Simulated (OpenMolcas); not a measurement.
**Li: CASPT2 settings compared**

| Item | Value |
| --- | --- |
| Program | OpenMolcas |
| Basis | ANO-RCC-VDZP [3s2p1d] |
| Scalar Hamiltonian | DKH4, point nucleus |
| Active space | 1 electron in 4 orbitals (2s 2p) |
| State averaging | 2S+1 = 2 even, 1 root; 2S+1 = 2 odd, 3 roots |
| Spin-orbit coupling | state interaction with AMFI integrals over the reference wave functions, term energies averaged over their components |

Methods on the same reference wave functions:
A. CASSCF
B. SS-CASPT2, IPEA 0.4 Eh, sigma1 regulariser 0.2 Eh (closed shells correlated: 1s)
C. SS-CASPT2, IPEA 0.6 Eh, real shift 0.5 Eh (closed shells correlated: 1s)

Energies in cm-1 above 2s 2S 1/2, the measured ground level; measured values from NIST Handbook of Basic Atomic Spectroscopic Data.

| Level | A | B | C | Measured |
| --- | --- | --- | --- | --- |
| 2s 2S 1/2 | 0.0 | 0.0 | 0.0 | 0.0 |
| 2p 2P* 1/2 | 14898 | 14837 | 14836 | 14904 |
| 2p 2P* 3/2 | 14898 | 14838 | 14836 | 14904 |

Deviations, from unrounded energies. A percentage is the sum of absolute deviations over the sum of measured energies, with the sign that they share, or ± where signs differ.

```csv
Against measurement,Levels,A,B,C
mean absolute deviation (cm-1),2,5.8,66,68
other configurations (%),2,-0.0,-0.4,-0.5
```

A lies closest to measurement on these levels and C furthest from it. The largest miss of A in the table is 2p 2P* 3/2, by -6 cm-1. The ranking rests on the paired levels alone, and a cruder setting can come out closer through cancelling errors.

Between B and C no level of the table moves by more than 5 cm-1.

The lowest spin-free term lies below A's lowest term by 0.014 hartree in B, 0.014 hartree in C.

ANO sets are built for ground and valence states and can reach diffuse excited orbitals poorly. With one active electron the reference holds no correlation, so core polarisation is missing (holds for A). With one active electron, CASPT2 adds the correlation within the correlated inactive shells and between them and that electron, and leaves the splitting within a term as the reference gives it (holds for B; C). Computed and measured levels are paired by configuration, term and J; levels that our copy of the source lacks, or whose pairing is in doubt (as where it misses far off the trend of its configuration), stay unpaired and out of the deviations. Levels of configurations outside the active space are missing.

* marks odd parity.
